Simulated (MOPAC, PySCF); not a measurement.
C$_{2}$H$_{8}$ClNSi, SMILES `CN(C)[SiH2]Cl` (C–N–Si–Cl torsion 79°), neutral singlet in the gas phase. 

Cartesian coordinates (Å):
```xyz
13

C     -0.6124    -1.3377     0.1810
N     -0.0795    -0.0563    -0.2210
C     -1.0650     0.9999    -0.2530
Si     1.5805     0.2855    -0.1095
Cl     2.2380     0.7656     1.8008
H     -1.4110    -1.6493    -0.5024
H      0.1676    -2.1013     0.1551
H     -1.0297    -1.3133     1.1969
H     -1.5129     1.1794     0.7339
H     -0.6134     1.9340    -0.5934
H     -1.8740     0.7449    -0.9474
H      1.8741     1.4724    -0.9419
H      2.3379    -0.9238    -0.4991
```
Charge 0, multiplicity 1.

All levels are single points at this geometry (PBE0-D4/def2-TZVP); Pople sets use spherical d functions. Orbital energies aren't observables, and empty levels follow the basis.

```
level                            HOMO (eV)  LUMO (eV)  gap (eV)  dipole (D)  vertical IE, Delta-SCF (eV)
-------------------------------  ---------  ---------  --------  ----------  ---------------------------
B3LYP-D3(BJ)/def2-TZVP in PySCF      -6.67       0.44      7.10        2.18                         8.82
PBE-D3(BJ)/def2-TZVP in PySCF        -5.58      -0.17      5.41        2.18                         8.65
PBE0-D4/def2-TZVP in PySCF           -6.88       0.67      7.56        2.20                         8.81
B3LYP/3-21G in PySCF                 -6.40       0.94      7.34        3.13                            –
B3LYP/LANL2DZ in PySCF               -6.45       0.80      7.25        2.86                            –
BP86/6-31G* in PySCF                 -5.53       0.20      5.74        2.54                            –
HF/6-31G* in PySCF                  -10.10       4.36     14.46        2.59                         7.87
AM1 in MOPAC                         -9.65       0.09      9.74        2.48                            –
PM7 in MOPAC                         -9.08      -0.03      9.05        3.26                            –
```
